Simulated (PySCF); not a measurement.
```xyz
22

B     -2.1117     1.4605    -0.8723
C     -0.9057     0.5171    -0.6540
C     -1.1610    -0.9580    -0.2351
C     -0.1330    -1.1754     0.8825
C     -0.1271     0.1983     1.5681
C      0.2274     0.9688     0.2900
C      1.5486     0.2728    -0.0853
S      2.0234     0.6209    -1.8109
C      1.2689    -1.2153     0.2549
H     -3.1751     1.0146    -1.2459
H     -1.9869     2.6617    -0.7685
H     -0.5367     0.5533    -1.7126
H     -1.0234    -1.6685    -1.0641
H     -2.1860    -1.0953     0.1443
H     -0.3548    -2.0379     1.5274
H      0.6336     0.2917     2.3594
H     -1.1073     0.4834     1.9823
H      0.3233     2.0594     0.3829
H      2.3469     0.6721     0.5578
H      3.1151    -0.1731    -1.8271
H      1.3031    -1.8549    -0.6396
H      2.0184    -1.5962     0.9658
```

Charge 0, multiplicity 1.

**Question.** Give the Mulliken and meta-Löwdin atomic charges from PySCF with ωB97X-D3(BJ)/def2-TZVP // PBE0-D3(BJ)/def2-SVP.

**Answer.** 
| atom | Mulliken (e) | meta-Löwdin (e) |
|---|---|---|
| B1 | -0.05 | 0.04 |
| C2 | -0.19 | -0.19 |
| C3 | -0.24 | -0.19 |
| C4 | 0.03 | -0.06 |
| C5 | -0.26 | -0.20 |
| C6 | 0.05 | -0.06 |
| C7 | -0.08 | -0.13 |
| S8 | -0.24 | -0.10 |
| C9 | -0.24 | -0.21 |
| H10 | 0.01 | 0.00 |
| H11 | 0.01 | 0.00 |
| H12 | 0.11 | 0.14 |
| H13 | 0.10 | 0.10 |
| H14 | 0.11 | 0.09 |
| H15 | 0.10 | 0.10 |
| H16 | 0.10 | 0.09 |
| H17 | 0.10 | 0.09 |
| H18 | 0.12 | 0.10 |
| H19 | 0.11 | 0.11 |
| H20 | 0.14 | 0.08 |
| H21 | 0.10 | 0.10 |
| H22 | 0.11 | 0.10 |
